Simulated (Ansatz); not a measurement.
GeH₄ + H• → `[GeH3]`• + H₂  (hydrogen abstraction from a Ge–H bond)

Calculated with Ansatz (gas phase, PBE0-D4/def2-TZVP geometries, no zero-point term in ΔE). CCSD(T)/CBS is the MP2 limit (def2-TZVPP, def2-QZVPP) plus CCSD(T) − MP2 in def2-TZVPP, frozen cores. This one scheme is used for every species, atoms too. DFT in def2-TZVPP. B3LYP here is the variant with VWN-RPA as its local correlation; programs differ in this. Open shells (•) are unrestricted, without spin–orbit coupling. Bonds to Ge are less sure, by a few kJ/mol each and by 10 to 20 or more in all where they break to atoms, as the def2 sets lack core-valence functions. Scalar relativity is left out up to krypton.

| level | ΔE (kJ/mol) | difference from CCSD(T)/CBS |
| --- | --- | --- |
| BLYP-D4 | -92.1 | -14.3 |
| B97M-V | -69.4 | 8.4 |
| PBE0-D4 | -74.6 | 3.2 |
| r2SCANh-D4 | -85.6 | -7.8 |
| r2SCAN0-D4 | -84.8 | -7.0 |
| ωB97X-V | -71.1 | 6.7 |
| ωB97M-V | -81.2 | -3.4 |
| PBE-QIDH | -70.7 | 7.1 |
| PBE | -78.2 | -0.4 |
| B3LYP | -90.1 | -12.3 |
| r2SCANh | -85.7 | -7.9 |
| BHLYP | -83.4 | -5.6 |
| LC-ωPBE | -71.5 | 6.3 |
| CCSD(T)/def2-QZVPP | -78.4 | -0.6 |
| HF/CBS(def2) | -61.5 | 16.3 |
| MP2/CBS(def2) | -68.0 | 9.8 |
| CCSD(T)/CBS | -77.8 | 0 |

Largest T1 diagnostic among the species: 0.012.

From BLYP to BHLYP (50 % exact exchange), in def2-TZVPP and without D4, ΔE moves by +10.4 kJ/mol. In def2-TZVPP, CCSD(T) changes the Hartree–Fock value by −17.6 kJ/mol (the triples alone add +1.5 kJ/mol) and MP2 by −7.8 kJ/mol. Leaving LDA and LC-ωPBE aside and taking each functional with its dispersion term where it has one, the values spread over 22.7 kJ/mol, from BLYP-D4 to B97M-V. LDA lies +8.1 kJ/mol from PBE without D4.
